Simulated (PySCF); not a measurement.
Isomers of C4H12N2OSi2.

All values: PBE0/pcSseg-1 (PySCF) at GFN2-xTB geometries, gas phase, one conformer each.

(1) Rank by the highest IAO charge on any atom, lowest value first.
A. `[H]/[N:4]=[CH:3]/[C:2](=[CH2:1])[Si@H:5]([OH:6])[SiH2:7][NH:8][CH3:9]` with C1–C2–C3–N4 176°, C1–C2–Si5–O6 -3°, C2–Si5–O6–H -155°, C2–Si5–Si7–N8 150°, Si5–Si7–N8–C9 56°
B. `[CH3:1][Si:2]([CH3:3])([CH3:4])[O:5][Si@H:6]([NH2:7])[C:8]#[N:9]` with Si2–O5–Si6–N7 70°, O5–Si6–N7–H 45° and -173°
C. `[CH3:1][O:2][CH2:3][Si@@H:4]([CH2:5][C:6]#[N:7])[SiH2:8][NH2:9]` with C1–O2–C3–Si4 -177°, O2–C3–Si4–C5 55°, C3–Si4–C5–C6 61°, C3–Si4–Si8–N9 178°, Si4–Si8–N9–H -52° and 169°
D. `[CH3:1][C:2](=[O:3])[N:4]1[SiH2:5][CH2:6][NH:7][Si@H:8]1[CH3:9]` with C1–C2–N4–Si5 180°, C2–N4–Si5–C6 -179°, N4–Si5–C6–N7 -12°, Si5–C6–N7–Si8 23°, C6–N7–Si8–C9 -141°
E. `[CH3:1][CH2:2][O:3][Si@@H:4]([CH2:5][C:6]#[N:7])[SiH2:8][NH2:9]` with C1–C2–O3–Si4 -65°, C2–O3–Si4–C5 -176°, O3–Si4–C5–C6 169°, O3–Si4–Si8–N9 -175°, Si4–Si8–N9–H -177° and 42°

(2) Rank by the highest Hirshfeld charge on any atom, lowest value first.
A. `[H]/[N:4]=[CH:3]/[C:2](=[CH2:1])[Si@H:5]([OH:6])[SiH2:7][NH:8][CH3:9]` with C1–C2–C3–N4 176°, C1–C2–Si5–O6 -3°, C2–Si5–O6–H -155°, C2–Si5–Si7–N8 150°, Si5–Si7–N8–C9 56°
B. `[CH3:1][C:2](=[O:3])[N:4]1[SiH2:5][CH2:6][NH:7][Si@H:8]1[CH3:9]` with C1–C2–N4–Si5 180°, C2–N4–Si5–C6 -179°, N4–Si5–C6–N7 -12°, Si5–C6–N7–Si8 23°, C6–N7–Si8–C9 -141°
C. `[CH3:1][Si:2]([CH3:3])([CH3:4])[O:5][Si@H:6]([NH2:7])[C:8]#[N:9]` with Si2–O5–Si6–N7 70°, O5–Si6–N7–H 45° and -173°
D. `[CH3:1][CH2:2][O:3][Si@@H:4]([CH2:5][C:6]#[N:7])[SiH2:8][NH2:9]` with C1–C2–O3–Si4 -65°, C2–O3–Si4–C5 -176°, O3–Si4–C5–C6 169°, O3–Si4–Si8–N9 -175°, Si4–Si8–N9–H -177° and 42°
E. `[CH3:1][O:2][CH2:3][Si@@H:4]([CH2:5][C:6]#[N:7])[SiH2:8][NH2:9]` with C1–O2–C3–Si4 -177°, O2–C3–Si4–C5 55°, C3–Si4–C5–C6 61°, C3–Si4–Si8–N9 178°, Si4–Si8–N9–H -52° and 169°

(3) Rank by HOMO–LUMO gap, lowest first.
A. `[CH3:1][Si:2]([CH3:3])([CH3:4])[O:5][Si@H:6]([NH2:7])[C:8]#[N:9]` with Si2–O5–Si6–N7 70°, O5–Si6–N7–H 45° and -173°
B. `[CH3:1][O:2][CH2:3][Si@@H:4]([CH2:5][C:6]#[N:7])[SiH2:8][NH2:9]` with C1–O2–C3–Si4 -177°, O2–C3–Si4–C5 55°, C3–Si4–C5–C6 61°, C3–Si4–Si8–N9 178°, Si4–Si8–N9–H -52° and 169°
C. `[CH3:1][CH2:2][O:3][Si@@H:4]([CH2:5][C:6]#[N:7])[SiH2:8][NH2:9]` with C1–C2–O3–Si4 -65°, C2–O3–Si4–C5 -176°, O3–Si4–C5–C6 169°, O3–Si4–Si8–N9 -175°, Si4–Si8–N9–H -177° and 42°
D. `[CH3:1][C:2](=[O:3])[N:4]1[SiH2:5][CH2:6][NH:7][Si@H:8]1[CH3:9]` with C1–C2–N4–Si5 180°, C2–N4–Si5–C6 -179°, N4–Si5–C6–N7 -12°, Si5–C6–N7–Si8 23°, C6–N7–Si8–C9 -141°
E. `[H]/[N:4]=[CH:3]/[C:2](=[CH2:1])[Si@H:5]([OH:6])[SiH2:7][NH:8][CH3:9]` with C1–C2–C3–N4 176°, C1–C2–Si5–O6 -3°, C2–Si5–O6–H -155°, C2–Si5–Si7–N8 150°, Si5–Si7–N8–C9 56°

## Answers

(1) C (+0.625 e), A (+0.845 e), E (+0.876 e), D (+1.140 e), B (+1.284 e).

(2) E (+0.288 e), A (+0.306 e), D (+0.349 e), B (+0.426 e), C (+0.485 e).

(3) E (5.19 eV), C (6.62 eV), B (6.97 eV), D (7.16 eV), A (7.68 eV).

All values together:

| SMILES | μ (D) | HOMO (eV) | LUMO (eV) | lowest IAO charge (e) | highest IAO charge (e) | lowest Hirshfeld charge (e) | highest Hirshfeld charge (e) |
| --- | --- | --- | --- | --- | --- | --- | --- |
| CCO[Si@@H](CC#N)[SiH2]N | 3.70 | -7.28 | -0.66 | -0.840 (N) | +0.876 (Si) | -0.319 (N) | +0.349 (Si) |
| C[Si](C)(C)O[Si@H](N)C#N | 4.01 | -8.09 | -0.40 | -0.871 (O) | +1.284 (Si) | -0.310 (N) | +0.485 (Si) |
| [H]/N=C/C(=C)[Si@H](O)[SiH2]NC | 0.72 | -6.48 | -1.29 | -0.797 (O) | +0.845 (Si) | -0.305 (O) | +0.306 (Si) |
| COC[Si@@H](CC#N)[SiH2]N | 4.25 | -7.48 | -0.51 | -0.841 (N) | +0.625 (Si) | -0.319 (N) | +0.288 (Si) |
| CC(=O)N1[SiH2]CN[Si@H]1C | 3.66 | -6.80 | 0.36 | -0.744 (C) | +1.140 (Si) | -0.263 (O) | +0.426 (Si) |

Conformers: `[CH3:1][CH2:2][O:3][Si@@H:4]([CH2:5][C:6]#[N:7])[SiH2:8][NH2:9]` with C1–C2–O3–Si4 -65°, C2–O3–Si4–C5 -176°, O3–Si4–C5–C6 169°, O3–Si4–Si8–N9 -175°, Si4–Si8–N9–H -177° and 42°; `[CH3:1][Si:2]([CH3:3])([CH3:4])[O:5][Si@H:6]([NH2:7])[C:8]#[N:9]` with Si2–O5–Si6–N7 70°, O5–Si6–N7–H 45° and -173°; `[H]/[N:4]=[CH:3]/[C:2](=[CH2:1])[Si@H:5]([OH:6])[SiH2:7][NH:8][CH3:9]` with C1–C2–C3–N4 176°, C1–C2–Si5–O6 -3°, C2–Si5–O6–H -155°, C2–Si5–Si7–N8 150°, Si5–Si7–N8–C9 56°; `[CH3:1][O:2][CH2:3][Si@@H:4]([CH2:5][C:6]#[N:7])[SiH2:8][NH2:9]` with C1–O2–C3–Si4 -177°, O2–C3–Si4–C5 55°, C3–Si4–C5–C6 61°, C3–Si4–Si8–N9 178°, Si4–Si8–N9–H -52° and 169°; `[CH3:1][C:2](=[O:3])[N:4]1[SiH2:5][CH2:6][NH:7][Si@H:8]1[CH3:9]` with C1–C2–N4–Si5 180°, C2–N4–Si5–C6 -179°, N4–Si5–C6–N7 -12°, Si5–C6–N7–Si8 23°, C6–N7–Si8–C9 -141°.
